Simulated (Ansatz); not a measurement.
System: KF, charge -1, multiplicity 2. 
Geometry from a B3LYP-D3(BJ)/def2-TZVP (Ansatz, a program for electronic structure) optimisation:
```
K
F 1 2.2949
```
Charge -1, spin multiplicity 2.

Basis-set convergence of Hartree-Fock and CCSD correlation energies (hartree) with Ansatz. Valence correlation only, unless marked. UHF or UKS for open shells. No spin-orbit coupling. The frozen core is the preceding noble-gas configuration, with the filled d and f shells of earlier blocks. The outer core of K, Ca and their heavier congeners is not correlated, a term that matters for these elements. No relativistic terms. This anion needs diffuse functions, which these sets lack.

```csv
basis,functions,E(HF),"E(corr, CCSD)"
def2-SVP,38,-698.46271,-0.20232
def2-TZVPP,64,-698.67548,-0.27334
def2-QZVPP,127,?,?
```

Problem. Fill in the missing entries.

Solution. 
- def2-QZVPP, E(HF): -698.69996
- def2-QZVPP, E(corr, CCSD): -0.29958
